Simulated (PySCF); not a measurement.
## Group charges in `CC(=O)N[Si@](C)(N)[SiH3]`

Species: C3H12N2OSi2.
SMILES with atom numbers: `[CH3:1][C:2](=[O:3])[NH:4][Si@:5]([CH3:6])([NH2:7])[SiH3:8]` (hydrogens: H9, H10, H11 on C1; H12 on N4; H13, H14, H15 on C6; H16, H17 on N7; H18, H19, H20 on Si8)

Cartesian coordinates in Å at the GFN2-xTB level; atoms count from 1:
```xyz
20
C3H12N2OSi2 angstrom
C      3.0520    0.5354    0.2410
C      1.5553    0.5183    0.4712
O      1.0529    1.0604    1.4444
N      0.8247   -0.1176   -0.4504
Si    -0.9505   -0.2048   -0.3431
C     -1.3439   -2.0590   -0.5397
N     -1.3820    0.4655   -1.8933
Si    -1.4646    0.8983    1.6196
H      3.4239   -0.4804    0.1231
H      3.5458    1.0070    1.0860
H      3.2764    1.0962   -0.6648
H      1.3253   -0.5214   -1.2264
H     -2.4147   -2.2266   -0.4906
H     -0.8871   -2.6510    0.2474
H     -0.9955   -2.4448   -1.4938
H     -1.1759    1.4396   -2.0577
H     -2.3111    0.2714   -2.2317
H     -0.9844    0.2556    2.8378
H     -1.2033    2.3355    1.5725
H     -2.9485    0.8330    1.7455
```

Atomic charges (e) from the PBE0/pcSseg-1 density (PySCF):

| atom | Mulliken | IAO | Hirshfeld | ESP-fitted |
| --- | --- | --- | --- | --- |
| C1 | -0.2595 | -0.4766 | -0.1227 | -0.5832 |
| C2 | +0.3880 | +0.4445 | +0.1842 | +0.7366 |
| O3 | -0.4855 | -0.4999 | -0.2359 | -0.5534 |
| N4 | -0.6163 | -0.5938 | -0.1979 | -0.6139 |
| Si5 | +0.8194 | +0.9920 | +0.3775 | +0.7520 |
| C6 | -0.6290 | -0.7231 | -0.2193 | -0.6692 |
| N7 | -0.6230 | -0.8385 | -0.3221 | -1.0151 |
| Si8 | +0.2455 | +0.2918 | +0.1696 | +0.1053 |
| H9 | +0.1332 | +0.1575 | +0.0515 | +0.1453 |
| H10 | +0.1452 | +0.1728 | +0.0549 | +0.1717 |
| H11 | +0.1380 | +0.1611 | +0.0531 | +0.1584 |
| H12 | +0.2004 | +0.2722 | +0.1317 | +0.3283 |
| H13 | +0.1343 | +0.1539 | +0.0393 | +0.1700 |
| H14 | +0.1399 | +0.1589 | +0.0411 | +0.1413 |
| H15 | +0.1376 | +0.1570 | +0.0422 | +0.1846 |
| H16 | +0.1878 | +0.2589 | +0.1123 | +0.3646 |
| H17 | +0.1853 | +0.2582 | +0.1129 | +0.3822 |
| H18 | -0.0597 | -0.0946 | -0.0784 | -0.0242 |
| H19 | -0.0610 | -0.0951 | -0.0795 | -0.0315 |
| H20 | -0.1207 | -0.1571 | -0.1143 | -0.1497 |

Problem. Cut each of the bonds C1–C2, C2–N4, N4–Si5, C6–Si5, N7–Si5 and Si8–Si5 in turn and sum the charges on the side of the atom named first.

Solution. In e; the other side holds the opposite charge:

```json
{"bond cut": "C1–C2", "piece": "CH3", "atoms": "4", "Mulliken": "+0.157", "IAO": "+0.015", "Hirshfeld": "+0.037", "ESP-fitted": "-0.108"}
{"bond cut": "C2–N4", "piece": "C2H3O", "atoms": "6", "Mulliken": "+0.059", "IAO": "-0.041", "Hirshfeld": "-0.015", "ESP-fitted": "+0.075"}
{"bond cut": "N4–Si5", "piece": "C2H4NO", "atoms": "8", "Mulliken": "-0.356", "IAO": "-0.362", "Hirshfeld": "-0.081", "ESP-fitted": "-0.210"}
{"bond cut": "C6–Si5", "piece": "CH3", "atoms": "4", "Mulliken": "-0.217", "IAO": "-0.253", "Hirshfeld": "-0.097", "ESP-fitted": "-0.173"}
{"bond cut": "N7–Si5", "piece": "NH2", "atoms": "3", "Mulliken": "-0.250", "IAO": "-0.321", "Hirshfeld": "-0.097", "ESP-fitted": "-0.268"}
{"bond cut": "Si8–Si5", "piece": "SiH3", "atoms": "4", "Mulliken": "+0.004", "IAO": "-0.055", "Hirshfeld": "-0.103", "ESP-fitted": "-0.100"}
```

Extremes among these pieces. Mulliken: lowest C2H4NO at N4, highest CH3 at C1; IAO: lowest C2H4NO at N4, highest CH3 at C1; Hirshfeld: lowest SiH3 at Si8, highest CH3 at C1; ESP-fitted: lowest NH2 at N7, highest C2H3O at C2.

Problem. Do the schemes agree better on the pieces than on the single atoms at the cuts?

Solution. The spread between schemes averages 0.192 e for the pieces and 0.469 e for the atoms named first; it is smaller for the piece at 6 of the 6 cuts. On average they agree better on the pieces. The sign differs between schemes (beyond ±0.03 e) for CH3 at C1 and C2H3O at C2.

The structure is a single GFN2-xTB conformer in the gas phase; no vibrational or solvent corrections.
